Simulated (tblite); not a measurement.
Task: Give a GFN2-xTB geometry of `FC(F)(F)[C@@]1(F)C[C@@H]1[SiH3]`.

Result: 
```
atom  x, y, z in Å
F1    -2.232    1.346    0.006
C2    -2.054    0.016    0.036
F3    -2.920   -0.506   -0.842
F4    -2.441   -0.395    1.252
C5    -0.620   -0.346   -0.266
F6    -0.465   -1.707   -0.241
C7     0.173    0.434   -1.259
C8     0.507    0.509    0.209
Si9    2.061   -0.340    0.889
H10    0.826   -0.136   -1.901
H11   -0.305    1.274   -1.742
H12    0.197    1.417    0.713
H13    1.755   -0.795    2.242
H14    2.408   -1.448    0.004
H15    3.105    0.685    0.879
```

Any rigid rotation of these coordinates is as good. Atoms count from 1 in this order. Of the pairs four or more bonds apart, F1···H12 is among the closest relative to their van der Waals radii: 2.53 Å, 95 % of the sum of Bondi's values. The 3-membered ring C5–C7–C8 has internal angles of 59.6° to 60.7°. The C–F distances run from 1.339 Å (C2–F3, drawn single) to 1.370 Å (C5–F6, drawn single), a spread of 0.031 Å. Si9 (SiH3 silicon) is distorted tetrahedral (angles from 105.6° to 112.0°).

Bonds between heavy atoms (Å): F1–C2 1.342, C2–F3 1.339, C2–F4 1.340, C2–C5 1.509, C5–F6 1.370, C5–C7 1.492, C7–C8 1.507, C8–Si9 1.897, C5–C8 1.492.

Structure optimised with GFN2-xTB, isolated species.

Point group: C1 (no symmetry element, even within 0.4 Å). Its GFN2-xTB frequencies are all real (lowest 35 cm⁻¹). 2 starts were optimised and ended at 0.00 and 0.02 kcal/mol (GFN2-xTB); the lowest of these is shown.

All values are computed, not measured.
